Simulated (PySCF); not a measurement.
HOSn, SMILES [Sn]=[OH+] (connectivity only; charge and spin as stated), charge +1, multiplicity 1.

Geometry: r2SCAN-D4/def2-TZVP. The isomer is the one that the SMILES or the coordinates give; other isomers of the formula were not compared. The def2 effective core potentials stand for the cores of Sn; spin–orbit coupling is left out.

Method: C-PCM-B3LYP/def2-TZVPD run with PySCF.

The values are the electrostatic part of the solvation free energy, E(continuum) − E(gas) at the gas-phase geometry, in a cavity of scaled van der Waals radii (PySCF's table); cavitation and dispersion terms are not included. A continuum can't describe solvent molecules that bind to the metal. In vacuum the orbital gap is 6.45 eV.

| solvent | ε | ΔG(elec) (kcal/mol) | gap (eV) |
|---|---|---|---|
| water | 78.36 | -62.3 | 6.69 |
| benzene | 2.27 | -35.2 | 6.58 |
| 2-propanol | 19.26 | … | … |

Problem. What belongs in the gaps? (Estimate from the structure and the level; the computed values follow.)

Solution. 
- 2-propanol, ΔG(elec) (kcal/mol): -59.8
- 2-propanol, gap (eV): 6.68
